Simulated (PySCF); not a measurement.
Vertical excitations of a molecule C3H7BFNO from TDA-M06-2X/def2-SVPD (PySCF 2.14.0), as energy in eV (oscillator strength): 6.13 (0.017), 6.81 (0.000), 7.06 (0.000), 7.28 (0.773), 7.44 (0.007), 7.92 (0.051). Lowest triplet (TDA): 4.47 eV. The structure is a stationary point at r2SCAN-D4/def2-SVP. One conformer was computed; it need not be the lowest.

Problem. Which molecule gave these data?
(A) C/N=C\B(F)CO
(B) NB(O)C/C=C/F
(C) C=C[C@@H](F)B(N)O
(D) C/C=C/OB(N)F

Solution. D, C/C=C/OB(N)F
